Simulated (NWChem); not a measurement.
Molecule: HfH4O2; SMILES [OH][HfH2][OH]

```xyz
7

Hf     0.0000     0.0000    -0.1844
O      1.6358     0.0000     0.8038
H      2.3219     0.0000     1.4694
O     -1.6358     0.0000     0.8038
H     -2.3219     0.0000     1.4694
H      0.0000    -1.5174    -1.2621
H      0.0000     1.5174    -1.2621
```
Atoms are numbered in this order, from 1.

Program: NWChem. The geometry was optimised at PBE0/def2-SVP. def2 effective core potentials on Hf; no spin-orbit coupling. Ions are spin-unrestricted doublets at the neutral geometry; other ion states weren't tried.

For level PBE0/def2-SVP:

```yaml
"−ε(HOMO) (eV)": 7.54
```

**Question.** What are these values for level B3LYP/def2-SVP?

**Answer.** The −ε(HOMO) (eV) comes out as 7.33.
